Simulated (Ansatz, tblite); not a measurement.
Removing an electron: [MoO3(OH)]- (MoO4H⁻). Charge -1, multiplicity 1. Geometry: PBE0-D4/def2-SVPD. Ansatz, gas phase; energy differences of separate SCF runs; the oxidised species was run as a doublet alone.

```tsv
atom	x (Å)	y (Å)	z (Å)
Mo1	0.150	0.038	-0.440
O2	0.857	1.439	-1.143
O3	1.242	-1.292	-0.496
O4	-1.306	-0.388	-1.256
O5	-0.259	0.450	1.415
H6	-0.683	-0.247	1.921
```

In the def2 sets Mo takes a core potential; there is no spin–orbit coupling. The xTB rows come from tblite. Correlated methods freeze 4 core orbitals; core or outer-core shells of Mo are correlated, in sets that lack core-valence functions. The rows differ in basis, and correlated rows in double-zeta sets carry the largest basis error.

```csv
level,−HOMO (eV),vertical IE (eV),−LUMO (eV),HOMO–LUMO gap (eV)
GFN1-xTB,6.87,10.55,1.50,5.38
GFN2-xTB,6.04,9.71,1.55,4.48
PBE-D4/def2-TZVPD,1.59,4.82,-2.69,4.28
PBE0-D4/def2-TZVPD,3.15,5.13,-3.27,6.42
```

Estimate the rows for r2SCAN-D4/def2-TZVPD, CCSD/def2-SVPD, CCSD(T)/def2-SVPD.


| level | −HOMO (eV) | vertical IE (eV) | −LUMO (eV) | HOMO–LUMO gap (eV) | remarks |
| --- | --- | --- | --- | --- | --- |
| r2SCAN-D4/def2-TZVPD | 1.91 | 4.94 | -3.06 | 4.96 | – |
| CCSD/def2-SVPD | – | 5.12 | – | – | spin-contaminated (⟨S²⟩ 1.18) (doublet) |
| CCSD(T)/def2-SVPD | – | 5.24 | – | – | spin-contaminated (⟨S²⟩ 1.18) (doublet) |

Relaxing the oxidised species (PBE0-D4/def2-SVPD) changes its energy by -0.38 eV at PBE0-D4/def2-TZVPD, so the adiabatic ionisation energy to this nearest minimum is 4.76 eV. At PBE-D4/def2-TZVPD it is 4.78 eV.  Run but left out: HF/def2-SVPD, MP2/def2-SVPD (neutral doublet: ⟨S²⟩ 1.18, where a pure state has 0.75).  Raw xTB energy differences between charge states are shifted by several eV; the methods need an empirical correction for them.
